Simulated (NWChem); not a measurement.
Species: SiCl cation, singlet

```xyz
2

Si     0.0000     0.0000    -1.0800
Cl     0.0000     0.0000     0.8942
```
Atoms are numbered in this order, from 1.

Low-valent species are run as closed-shell singlets; no triplet was tried in these runs. Coordinates come from a PBE0/def2-SVP optimisation.

**Question.** List the 4 lowest vertical singlet excitations from PBE/def2-SVPD, full TDDFT (NWChem).

**Answer.** 
```
state  energy (eV)  oscillator strength  leading excitation (squared amplitude)
-----  -----------  -------------------  --------------------------------------
S1            5.27                0.000                  HOMO−2 → LUMO+1 (0.50)
S2            5.40                0.049                      HOMO → LUMO (0.98)
S3            5.40                0.049                    HOMO → LUMO+1 (0.98)
S4            5.43                0.000                    HOMO−2 → LUMO (0.49)
```
